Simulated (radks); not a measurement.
Cu, 29 electrons, occupied as [Ar] 3d10 4s(up 0.75, down 0.25) (fractional occupations, a model configuration).

Method: non-relativistic Kohn-Sham, PBE, spin-polarised, spherical densities, point nucleus; computed with a radial shooting solver on a logarithmic mesh with Libxc functionals.

Energy parts (hartree):
total: -1640.29239
kinetic: 1639.09921
electron-nucleus: -3926.62450
Hartree: 714.15500
exchange-correlation: -66.92209

Orbitals (lengths in bohr, moments of r in powers of bohr; r(max) is where P^2 peaks):
orbital,occ.,eigenvalue (hartree),<r^2>,r(max),<r>
1s up,1,-321.4267,0.003751,0.03488,0.05290
1s down,1,-321.4261,0.003751,0.03488,0.05290
2s down,1,-38.21386,0.06713,0.1998,0.2387
2s up,1,-38.21316,0.06713,0.1998,0.2387
2p down,3,-33.50101,0.05291,0.1595,0.2078
2p up,3,-33.50060,0.05290,0.1595,0.2078
3s down,1,-4.07707,0.6034,0.6219,0.7223
3s up,1,-4.07629,0.6038,0.6219,0.7225
3p down,3,-2.61266,0.6728,0.6231,0.7539
3p up,3,-2.61218,0.6738,0.6231,0.7543
3d up,5,-0.19241,1.576,0.6015,1.047
3d down,5,-0.18959,1.523,0.6010,1.033
4s up,0.75,-0.17095,10.52,2.322,2.983
4s down,0.25,-0.15393,10.75,2.316,3.010

The highest occupied level is 4s down at -4.189 eV. Spin moment in Bohr magnetons: 0.5. The spin density at the nucleus is 2.410 e/bohr^3 (1s 0.017, 2s 0.032, 3s -0.036, 4s 2.397), a Fermi contact field of 126 T. Summed over all electrons, <r^2> = 31.78 bohr^2, which gives a Langevin (diamagnetic) susceptibility term of -25.2 x 10^-6 cm^3/mol. Virial ratio -V/T = 2.00073. The electron density at the nucleus is 1.664e+04 e/bohr^3. The density falls to 0.001 e/bohr^3 at r = 4.11 bohr.
